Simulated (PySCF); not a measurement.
# Electron correlation in Se⁺ (selenium, charge +1)

[Ar] 3d10 4s2 4p3, high-spin 4S determinant. Calculation: PySCF 2.14, in x2c-QZVPPall (11s8p5d4f1g, 97 functions); the spin-free X2C one-electron Hamiltonian (Gaussian nucleus). Frozen: [Ar] 3d10; 5 electrons correlated.

| level | correlation energy (mhartree) |
| --- | --- |
| CCSD | -93.85 |
| (T) | -2.99 |
| CCSD(T) | -96.84 |

Diagnostics: T1 = 0.0027, D1 = 0.0055, largest double amplitude 0.050.

Cost of the coupled-cluster step: about 24 core-seconds, for 5 correlated electrons.

Iterations:

```
CC2 = 0
CCSD nocc = (np.int64(4), np.int64(1)), nmo = (83, 83)
frozen orbitals [[0, 1, 2, 3, 4, 5, 6, 7, 8, 9, 10, 11, 12, 13], [0, 1, 2, 3, 4, 5, 6, 7, 8, 9, 10, 11, 12, 13]]
max_cycle = 100
direct = 0
conv_tol = 1e-08
conv_tol_normt = 1e-06
diis_space = 8
diis_start_cycle = 0
Init t2, MP2 energy = -0.0811311353972751
Init E_corr(UCCSD) = -0.0811311354197896
cycle = 1  E_corr(UCCSD) = -0.0912128454875756  dE = -0.0100817101  norm(t1,t2) = 0.0315159
cycle = 2  E_corr(UCCSD) = -0.0931422508337202  dE = -0.00192940535  norm(t1,t2) = 0.00856808
cycle = 3  E_corr(UCCSD) = -0.0938605882858035  dE = -0.000718337452  norm(t1,t2) = 0.00293693
cycle = 4  E_corr(UCCSD) = -0.0938466511547596  dE = 1.3937131e-05  norm(t1,t2) = 0.000364964
cycle = 5  E_corr(UCCSD) = -0.0938461151688698  dE = 5.3598589e-07  norm(t1,t2) = 3.42394e-05
cycle = 6  E_corr(UCCSD) = -0.0938460975257053  dE = 1.76431645e-08  norm(t1,t2) = 6.02947e-06
cycle = 7  E_corr(UCCSD) = -0.0938461265428879  dE = -2.90171826e-08  norm(t1,t2) = 1.47212e-06
cycle = 8  E_corr(UCCSD) = -0.0938461211600337  dE = 5.38285425e-09  norm(t1,t2) = 1.75395e-07
UCCSD converged
E(UCCSD) = -2427.927744961663  E_corr = -0.09384612116003367
UCCSD(T) correction = -0.00299491626401069
```
